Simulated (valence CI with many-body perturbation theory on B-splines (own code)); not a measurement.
**Energy levels of Ni XV**

Computed by relativistic CI+MBPT: four valence electrons over a frozen Dirac-Fock core [Ne], radial functions for each j: 11 s, 11 p, 10 d, 8 f, 5 g, 2 h, with the one-electron correlation potential Σ1 (screened to all orders), the two-electron term Σ2, the three-electron term Σ3, Breit, model QED; selected single and double excitations, second order for the rest, scaled by the run's own slope (own B-spline code, finite nucleus).

No measured spectrum was set against this ion. As an estimate, levels of excited configurations hold to 0.05 to 0.15 % of their energy, terms of the ground configuration to about 0.5 %. Among the levels kept, up to 810 cm⁻¹ of a level comes from second order outside the variational space, and about a tenth of that is noise between levels of different J, which matters for small intervals.

Levels 46 to 90 of 172, with energies above the lowest level, 3s2 3p2 3P_0. "Leading %" is the weight of the configuration and term that name the level; weights of strongly mixed levels are sums over their largest components and can fall short, so below about 35 % the name and the second component can differ from the true leading terms, or belong to a minority configuration. In the jj column 3d3/2^4 stands for four electrons in 3d with j = 3/2. Lifetimes count E1, E2, E3, M1 and M2 decay at the calculated energies, and are blank where another channel may lead or the interval is too uncertain; long ones can be off by a factor of two.

| No. | Configuration | Term | J | E (cm⁻¹) | Leading % | Lifetime | Second component | Leading jj |
| --- | --- | --- | --- | --- | --- | --- | --- | --- |
| 46 | 3p4 | 1S | 0 | 812920 | 60 | 84.4 ps | 26 % 3s 3p2 3d 1S | 3p1/2^2 3p3/2^2 (36 %) |
| 47 | 3s 3p2 3d | 5P | 2 | 814110 | 95 | 15.6 ps |  | 3s 3p1/2 3p3/2 3d3/2 (33 %) |
| 48 | 3s 3p2 3d | 5P | 1 | 816980 | 97 | 15.1 ps |  | 3s 3p1/2 3p3/2 3d3/2 (42 %) |
| 49 | 3s 3p2 3d | 3P | 2 | 828820 | 67 | 20.6 ps | 24 % 3p4 3P | 3s 3p1/2 3p3/2 3d5/2 (43 %) |
| 50 | 3s 3p2 3d | 3P | 1 | 842210 | 65 | 20.1 ps | 24 % 3p4 3P | 3p1/2 3p3/2^3 (24 %) |
| 51 | 3s 3p2 3d | 3P | 0 | 852140 | 64 | 20.4 ps | 25 % 3p4 3P | 3s 3p3/2^2 3d5/2 (29 %) |
| 52 | 3s 3p2 3d | 3G | 3 | 863620 | 93 | 95.3 ps |  | 3s 3p1/2 3p3/2 3d3/2 (72 %) |
| 53 | 3s 3p2 3d | 3G | 4 | 866830 | 96 | 108 ps |  | 3s 3p1/2 3p3/2 3d5/2 (36 %) |
| 54 | 3s 3p2 3d | 3G | 5 | 870730 | 97 | 124 ps |  | 3s 3p1/2 3p3/2 3d5/2 (55 %) |
| 55 | 3s 3p2 3d | 3D | 1 | 874600 | 92 | 22.7 ps |  | 3s 3p3/2^2 3d3/2 (27 %) |
| 56 | 3s 3p2 3d | 3D | 2 | 874660 | 86 | 23.0 ps | 6 % 3s 3p2 3d 3F | 3s 3p1/2 3p3/2 3d5/2 (26 %) |
| 57 | 3s 3p2 3d | 3D | 3 | 876210 | 83 | 22.6 ps | 9 % 3s 3p2 3d 1F | 3s 3p1/2 3p3/2 3d5/2 (57 %) |
| 58 | 3s 3p2 3d | 1G | 4 | 883520 | 77 | 239 ps | 13 % 3s2 3d2 1G | 3s 3p1/2 3p3/2 3d5/2 (53 %) |
| 59 | 3s 3p2 3d | 1F | 3 | 888210 | 74 | 33.0 ps | 11 % 3s 3p2 3d 3D | 3s 3p1/2 3p3/2 3d5/2 (34 %) |
| 60 | 3s 3p2 3d | 3F | 2 | 897450 | 74 | 18.1 ps | 15 % 3s 3p2 3d 3D | 3s 3p1/2 3p3/2 3d3/2 (30 %) |
| 61 | 3s 3p2 3d | 3F | 3 | 906250 | 73 | 17.4 ps | 15 % 3s 3p2 3d 3D | 3s 3p1/2 3p3/2 3d5/2 (45 %) |
| 62 | 3s 3p2 3d | 3D | 1 | 909850 | 91 | 23.5 ps |  | 3s 3p1/2 3p3/2 3d5/2 (55 %) |
| 63 | 3s 3p2 3d | 3D | 2 | 913800 | 80 | 25.1 ps | 6 % 3s 3p2 3d 3F | 3s 3p1/2 3p3/2 3d5/2 (35 %) |
| 64 | 3s 3p2 3d | 1P | 1 | 914730 | 73 | 18.6 ps | 17 % 3s 3p2 3d 3D | 3s 3p1/2 3p3/2 3d3/2 (49 %) |
| 65 | 3s 3p2 3d | 3P | 0 | 918070 | 79 | 18.8 ps | 15 % 3s2 3d2 3P | 3s 3p1/2 3p3/2 3d5/2 (43 %) |
| 66 | 3s 3p2 3d | 3F | 4 | 919130 | 84 | 16.3 ps | 7 % 3s2 3d2 3F | 3s 3p3/2^2 3d3/2 (42 %) |
| 67 | 3s 3p2 3d | 3P | 1 | 921460 | 75 | 19.1 ps | 14 % 3s2 3d2 3P | 3s 3p1/2 3p3/2 3d5/2 (47 %) |
| 68 | 3s 3p2 3d | 3D | 3 | 923500 | 77 | 31.5 ps | 9 % 3s 3p2 3d 3F | 3s 3p3/2^2 3d5/2 (63 %) |
| 69 | 3s 3p2 3d | 3P | 2 | 927360 | 71 | 18.7 ps | 15 % 3s2 3d2 3P | 3s 3p3/2^2 3d5/2 (40 %) |
| 70 | 3s 3p2 3d | 3D | 1 | 939350 | 48 | 18.5 ps | 42 % 3s 3p2 3d 3S | 3s 3p3/2^2 3d3/2 (33 %) |
| 71 | 3s 3p2 3d | 3D | 2 | 942180 | 82 | 20.6 ps | 5 % 3s 3p2 3d 3F | 3s 3p3/2^2 3d3/2 (31 %) |
| 72 | 3s 3p2 3d | 3S | 1 | 942860 | 50 | 18.8 ps | 29 % 3s 3p2 3d 3D | 3s 3p3/2^2 3d5/2 (40 %) |
| 73 | 3s 3p2 3d | 3F | 3 | 949760 | 52 | 15.7 ps | 38 % 3s 3p2 3d 3D | 3s 3p1/2^2 3d5/2 (30 %) |
| 74 | 3s 3p2 3d | 3F | 2 | 951140 | 79 | 14.0 ps | 6 % 3s 3p2 3d 3D | 3s 3p1/2 3p3/2 3d3/2 (49 %) |
| 75 | 3s 3p2 3d | 3D | 3 | 960850 | 61 | 18.4 ps | 30 % 3s 3p2 3d 3F | 3s 3p3/2^2 3d5/2 (56 %) |
| 76 | 3s 3p2 3d | 3F | 4 | 962120 | 92 | 15.9 ps |  | 3s 3p3/2^2 3d5/2 (45 %) |
| 77 | 3s 3p2 3d | 1D | 2 | 968490 | 51 | 18.1 ps | 23 % 3s2 3d2 1D | 3s 3p3/2^2 3d5/2 (25 %) |
| 78 | 3s 3p2 3d | 3D | 3 | 991020 | 86 | 12.6 ps | 5 % 3s 3p2 3d 3F | 3s 3p3/2^2 3d5/2 (45 %) |
| 79 | 3s 3p2 3d | 3D | 2 | 995930 | 75 | 12.6 ps | 10 % 3s 3p2 3d 1D | 3s 3p3/2^2 3d3/2 (56 %) |
| 80 | 3s 3p2 3d | 1D | 2 | 998050 | 56 | 16.5 ps | 13 % 3s 3p2 3d 3D | 3s 3p3/2^2 3d5/2 (52 %) |
| 81 | 3s 3p2 3d | 3D | 1 | 1000100 | 97 | 12.6 ps |  | 3s 3p3/2^2 3d3/2 (65 %) |
| 82 | 3s 3p2 3d | 1S | 0 | 1008100 | 45 | 10.9 ps | 24 % 3p4 1S | 3s 3p1/2 3p3/2 3d3/2 (30 %) |
| 83 | 3s 3p2 3d | 1P | 1 | 1019800 | 67 | 9.34 ps | 24 % 3s 3p2 3d 3P | 3s 3p1/2 3p3/2 3d3/2 (53 %) |
| 84 | 3s 3p2 3d | 3P | 2 | 1027700 | 79 | 7.56 ps | 9 % 3p4 3P | 3s 3p1/2 3p3/2 3d5/2 (35 %) |
| 85 | 3s 3p2 3d | 3P | 1 | 1038800 | 59 | 8.10 ps | 30 % 3s 3p2 3d 1P | 3s 3p3/2^2 3d5/2 (44 %) |
| 86 | 3s 3p2 3d | 3P | 0 | 1040200 | 70 | 7.47 ps | 11 % 3p4 3P | 3s 3p3/2^2 3d3/2 (54 %) |
| 87 | 3s 3p2 3d | 1F | 3 | 1061500 | 95 | 7.89 ps |  | 3s 3p1/2 3p3/2 3d5/2 (39 %) |
| 88 | 3s2 3d2 | 3F | 2 | 1087600 | 67 | 9.31 ps | 14 % 3s 3p2 3d 1D | 3s^2 3d3/2^2 (43 %) |
| 89 | 3s2 3d2 | 3F | 3 | 1090700 | 78 | 10.1 ps | 16 % 3s 3p2 3d 3F | 3s^2 3d3/2 3d5/2 (78 %) |
| 90 | 3s2 3d2 | 3F | 4 | 1092700 | 80 | 10.5 ps | 16 % 3s 3p2 3d 3F | 3s^2 3d5/2^2 (62 %) |

Names give the largest LS component (configuration and term), which can be under half, so a name can repeat, a term be missing and a line seem to break the LS rules; names also repeat where a configuration has a term twice.

Where two levels of one J and parity lie close, their mixing, g and order are uncertain.
